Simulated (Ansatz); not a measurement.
`C=CB[SiH2][SiH3]` + `O[SiH2]SC[SiH3]` → `C=CBC[SiH3]` + `O[SiH2]S[SiH2][SiH3]`  (redistribution)

Gas-phase electronic energies from Ansatz, PBE0-D4/def2-TZVP geometries. CCSD(T)/CBS adds triple-zeta CCSD(T) − MP2 to the extrapolated MP2 energy (def2 sets, frozen cores). Functionals use def2-TZVPP. B3LYP here is the variant with VWN-RPA as its local correlation; programs differ in this. Each species was taken in one conformer, which may not be the lowest.

`C=CB[SiH2][SiH3]`:

Z-matrix (Å, degrees):
```
Si
Si 1 2.350
B 1 2.002 2 105.5
H 1 1.490 2 107.4 3 122.2
H 1 1.493 2 106.9 3 -121.6
H 2 1.489 1 110.1 3 60.6
H 2 1.489 1 111.1 3 -179.3
H 2 1.488 1 110.5 3 -58.9
C 3 1.535 1 123.4 2 -89.1
H 3 1.200 1 119.1 2 86.5
C 9 1.340 3 120.6 1 176.7
H 9 1.089 3 121.9 1 -3.8
H 11 1.086 9 120.6 3 -0.4
H 11 1.087 9 122.8 3 179.5
```

`O[SiH2]SC[SiH3]`:

Z-matrix (Å, degrees):
```
Si
S 1 2.138
O 1 1.642 2 108.9
H 1 1.490 2 105.6 3 122.3
H 1 1.479 2 114.2 3 -116.2
C 2 1.827 1 101.0 3 -142.3
H 3 0.959 1 116.7 2 47.4
Si 6 1.878 2 110.5 1 -74.5
H 6 1.092 2 105.7 1 165.5
H 6 1.092 2 110.1 1 49.7
H 8 1.487 6 108.6 2 59.6
H 8 1.490 6 110.9 2 179.3
H 8 1.484 6 109.5 2 -59.6
```

`C=CBC[SiH3]`:

```xyz
14

C     1.974    0.585    0.790
C     1.684   -0.621    0.296
B     0.237   -1.145    0.106
C    -1.027   -0.342    0.494
Si   -1.604    0.635   -1.014
H     1.195    1.271    1.112
H     2.993    0.947    0.893
H     2.522   -1.247   -0.007
H     0.083   -2.210   -0.431
H    -0.890    0.394    1.292
H    -1.870   -0.993    0.745
H    -1.726   -0.243   -2.207
H    -0.638    1.721   -1.324
H    -2.934    1.247   -0.744
```

`O[SiH2]S[SiH2][SiH3]`:

Z-matrix (Å, degrees):
```
Si
S 1 2.136
O 1 1.639 2 113.4
H 1 1.487 2 107.5 3 -123.0
H 1 1.477 2 107.4 3 116.4
Si 2 2.146 1 96.9 3 87.9
H 3 0.959 1 118.0 2 -57.6
Si 6 2.338 2 110.8 1 85.0
H 6 1.486 2 106.7 1 -154.2
H 6 1.492 2 109.4 1 -37.7
H 8 1.486 6 109.9 2 -58.4
H 8 1.487 6 108.9 2 61.1
H 8 1.489 6 110.7 2 -178.9
```

```tsv
level	ΔE (kJ/mol)	difference from CCSD(T)/CBS
PBE-D4	-141.4	10.5
r2SCAN-D4	-151.4	0.5
PBE0-D4	-148.5	3.4
B3LYP-D4	-147.7	4.2
ωB97X-V	-149.3	2.6
ωB97M-V	-154.9	-3.0
B2PLYP	-149.1	2.8
PBE	-138.9	13.0
r2SCAN	-150.7	1.2
PBE0	-146.2	5.7
B3LYP	-143.8	8.1
HF/def2-TZVPP	-154.0	-2.1
MP2/def2-TZVPP	-158.7	-6.8
SCS-MP2/def2-TZVPP	-153.6	-1.7
CCSD/def2-TZVPP	-150.4	1.5
CCSD(T)/def2-TZVPP	-149.3	2.6
HF/def2-QZVPP	-154.4	-2.5
MP2/def2-QZVPP	-160.3	-8.4
SCS-MP2/def2-QZVPP	-155.3	-3.4
HF/CBS(def2)	-154.5	-2.6
MP2/CBS(def2)	-161.3	-9.4
CCSD/CBS(def2)	-153.0	-1.1
CCSD(T)/CBS	-151.9	0
```

Largest T1 diagnostic among the species: 0.013.

From PBE to PBE0 (25 % exact exchange), in def2-TZVPP and without D4, ΔE moves by −7.3 kJ/mol. The D4 term adds −3.9 kJ/mol with B3LYP and −2.3 kJ/mol with PBE0; it sums over pairs of atoms, weighted by their polarisabilities, and B3LYP, whose exchange is more repulsive, gets the larger term.
